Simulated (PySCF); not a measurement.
## Oxygen: a sound run and one with changed settings

Sound run: O(2+) [He] 2s2 2p2, O(3+) [He] 2s2 2p1. Computed with PySCF 2.14 in cc-pVDZ, with no relativity, point nucleus. In the sound run the correlated levels freeze 1s2. The sound run starts from symmetry-adapted Hartree-Fock orbitals and uses a fine grid where one is needed.

A second run was set up differently.

```tsv
species	method	sound run (hartree)	changed run (hartree)	converged
O(2+)	UHF	-73.08103	-73.08103	yes
O(2+)	TPSS	-73.27353	-73.27353	yes
O(2+)	LDA	-72.67960	-72.67960	yes
O(2+)	MP2	-73.13657	-73.13412	yes
O(2+)	CCSD(T)	-73.15946	-73.15946	yes
O(3+)	UHF	-71.07355	-71.07355	yes
O(3+)	TPSS	-71.24167	-71.24167	yes
O(3+)	LDA	-70.64163	-70.64163	yes
O(3+)	MP2	-71.12405	-71.12129	yes
O(3+)	CCSD(T)	-71.15603	-71.15603	yes
```

Ionisation energy of O(2+):

```
 method  sound run (eV)  changed run (eV)
    UHF          54.626            54.626
   TPSS          55.290            55.290
    LDA          55.456            55.456
    MP2          54.764            54.772
SCS-MP2          54.661            54.676
   CCSD          54.513            54.513
CCSD(T)          54.516            54.516
```

(1) What was changed?
A. angular grid far too coarse
B. basis contracted for another Hamiltonian
C. too few SCF iterations
D. level shift left on

Results:

(1) D. It used initial guess atom, at most 50 SCF cycles, level shift 0.1 hartree. A level shift leaves the converged SCF energy unchanged but raises the virtual orbital energies, which shrinks MP2 if it is not removed.
